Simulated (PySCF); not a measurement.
Ionisation energy of V²⁰⁺ by level of theory

V²⁰⁺ [He] 2s1 [2s1/2^1, M_J = 1/2] → V²¹⁺ 1s2, as a difference of total energies. Calculation: PySCF 2.14, in an even-tempered Gaussian basis (17 s from 5.1 bohr⁻², ratio 2.4; 11 p from 6.6 bohr⁻², ratio 2.4; 5 d from 20 bohr⁻², ratio 2.6; 4 f from 31 bohr⁻², ratio 2.6); the two-component X2C-1e Hamiltonian. Correlated levels: nothing frozen; the 34 highest virtual spinors dropped. "Screened" scales the spin-orbit matrix elements by Boettger's factors to mimic the two-electron term; Breit and QED terms are absent.

```tsv
method	ionisation energy (eV)
GHF (screened spin-orbit)	1570.0
GMP2 (screened spin-orbit)	1570.1
```

For comparison: 1569.7 eV (theoretical estimate listed by NIST; NIST Atomic Spectra Database, ionization energies).
